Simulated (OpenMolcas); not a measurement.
## Ta3+: ligand-field states by method

Ta3+ with its 6 nearest chloride ions at 2.468 Å, on the Zr site of Cs2ZrCl6 (a = 10.407 Å, distance in the model lattice 2.446 Å). The rest of the host is ab initio model potentials to 7.6 Å and point charges beyond; the distance is set by hand and nothing relaxes, and no local charge compensation is placed. Ligand basis ANO-RCC-VDZP.
```
Ta    0.0000    0.0000    0.0000
Cl    2.4680    0.0000    0.0000
Cl    0.0000    2.4680    0.0000
Cl   -2.4680    0.0000    0.0000
Cl    0.0000   -2.4680    0.0000
Cl    0.0000    0.0000    2.4680
Cl    0.0000    0.0000   -2.4680
```

| Property | Result |
| --- | --- |
| Program | OpenMolcas |
| Basis | ANO-RCC-VTZP [8s7p5d3f2g1h] |
| Scalar Hamiltonian | DKH2, point nucleus |
| Active space | 2 electrons in 5 orbitals (5d) |
| State averaging | 2S+1 = 3 even, 10 roots; 2S+1 = 1 even, 15 roots |
| Spin-orbit coupling | state interaction with AMFI integrals over the reference wave functions |

I. CASSCF
II. SS-CASPT2, IPEA 0.25 Eh, imaginary shift 0.1 Eh (the lowest 29 gerade and 27 ungerade orbitals frozen, chosen by energy and not by shell, so the metal 5p can be frozen and 4f correlated)
III. SS-CASPT2, IPEA 0.25 Eh, sigma2 regulariser 0.3 Eh (the lowest 29 gerade and 27 ungerade orbitals frozen, chosen by energy and not by shell, so the metal 5p can be frozen and 4f correlated)

Spin-free states (labels of O, the rotations of Oh) in cm-1, each column counted from its own energy of the first state listed:

```
State  Degeneracy      I     II    III
  3T1           3      0      0      0
  1T2           3   8181   5740   5760
   1E           2   8274   6260   6260
  1A1           1  18768  14160  14160
  3T2           3  23729  24220  24220
  3T1           3  30865  29600  29600
  1T2           3  32311  30320  30390
  1T1           3  34563  32650  32650
  3A2           1  48612  49500  49500
   1E           2  57673  55700  55760
  1A1           1  67617  63010  63010
```

From I to II, I's first state of the same spin (3T2) moves from 23729 to 24220 cm-1, by about +490 cm-1.

From I to II, I's first state of another spin (1T2) moves from 8181 to 5740 cm-1, by about -2400 cm-1.

I: A least-squares ligand-field fit to the states below 45000 cm-1, each weighted by its degeneracy and with a free common offset, gives 10Dq = 24638 cm-1, B = 576 cm-1 and C = 2123 cm-1 (C/B = 3.69), with an rms deviation of 159 cm-1. The same method and metal basis give the free ion B = 731 cm-1 (fit to its terms below 60000 cm-1, rms deviation 32 cm-1), so the nephelauxetic ratio is β = 576 / 731 = 0.79; it hangs on how both fits weigh the states, and computed free-ion B values tend to be too large, so β mixes covalency with correlation.

II: A least-squares ligand-field fit to the states below 45000 cm-1, each weighted by its degeneracy and with a free common offset, gives 10Dq = 25038 cm-1, B = 449 cm-1 and C = 1515 cm-1 (C/B = 3.38), with an rms deviation of 231 cm-1. 

III: A least-squares ligand-field fit to the states below 45000 cm-1, each weighted by its degeneracy and with a free common offset, gives 10Dq = 25059 cm-1, B = 447 cm-1 and C = 1528 cm-1 (C/B = 3.42), with an rms deviation of 211 cm-1. The same method and metal basis give the free ion B = 708 cm-1 (fit to its terms below 60000 cm-1, rms deviation 481 cm-1), so the nephelauxetic ratio is β = 447 / 708 = 0.63; it hangs on how both fits weigh the states, and computed free-ion B values tend to be too large, so β mixes covalency with correlation.

From I to II, 10Dq changes by +2 %, B by -22 % and C by -29 %.

χT at 300 K: I 0.19, II 0.18, III 0.18 cm3 K/mol.

The states above are spin-free; spin-orbit coupling is strong here and shifts and splits them by thousands of cm-1.

Roots that are degenerate in the reference are averaged as groups; the widest CASPT2 spread within a group is 160 cm-1 (the 3-fold group of multiplicity 3 near 0 cm-1 above the lowest state of its run, II). Shifts and gaps below about the spread of the groups concerned are not significant. Over all roots computed the reference weight is 0.67 to 0.68 in II, 0.67 to 0.68 in III; a low but even weight reflects the number of correlated electrons. An orbital triplet at a regular site is open to Jahn-Teller coupling, which can distort the site and quench the lowest spin-orbit gaps and is left out. The least metal-like active orbital is 75 % on the metal (Löwdin) and no ligand orbital is active, so the numbers are rough. Ligand-to-metal charge-transfer states are missing. With no ligand orbital active B as a rule stays too high, so bands that hang on it stand too high and its fall with covalency is understated. Without dynamic correlation the repulsion within the d shell is too large (B by tens of per cent), so at a given field states of lower spin stand too high (holds for I). With metal d orbitals alone the field can be off either way by tens of per cent (holds for I). With one d shell and no ligand orbital active, 10Dq can be off by a tenth or more (holds for II; III). No measured value stands beside these numbers; the geometry was set by hand and not optimised.
